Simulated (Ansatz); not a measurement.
Species: HS₂ (charge 0, doublet). It need not be the lowest isomer of its formula. 
Geometry from a B3LYP-D3(BJ)/def2-TZVP (Ansatz, a first-principles code) optimisation:
```xyz
3

S     -0.9203     0.0126     0.4581
S      0.8239     0.0408    -0.4735
H      1.5432    -0.8556     0.2469
```
Charge 0, spin multiplicity 2.

Property: vertical electron affinity (to the singlet state of charge -1; a negative value means that the extra electron is unbound and the number depends on the basis; each state is the SCF solution reached for its spin), in eV. Cores are frozen in the correlated levels unless marked. Open shells are spin-unrestricted. Spin-orbit coupling is left out. No relativistic terms. Anions need diffuse functions: aug- sets have them; def2-D sets add few. CBS(X,Y): correlation extrapolated as X^-3; Hartree-Fock from the larger set. The bracket is a focal-point correction in the basis named.

```csv
level,program,vertical electron affinity (eV)
B3LYP/def2-TZVPD,Ansatz,1.70
wB97M-V/def2-TZVPD,Ansatz,1.75
"MP2/CBS(def2-TZVPPD,def2-QZVPPD)",Ansatz,1.95
"RI-MP2/CBS(def2-TZVPPD,def2-QZVPPD)",Ansatz,1.95
CCSD/def2-SVPD,Ansatz,1.54
CCSD/def2-TZVPPD,Ansatz,1.62
CCSD(T)/def2-QZVPPD,Ansatz,1.75
"RI-MP2/CBS(aug-cc-pV(T+d)Z,aug-cc-pV(Q+d)Z)+[CCSD(T)-MP2]/aug-cc-pV(D+d)Z",Ansatz,1.83
"RI-MP2/CBS(def2-TZVPPD,def2-QZVPPD)+[CCSD(T)-MP2]/def2-TZVPPD",Ansatz,1.81
"CCSD(T)/CBS(def2-TZVPPD,def2-QZVPPD)",Ansatz,1.83
```
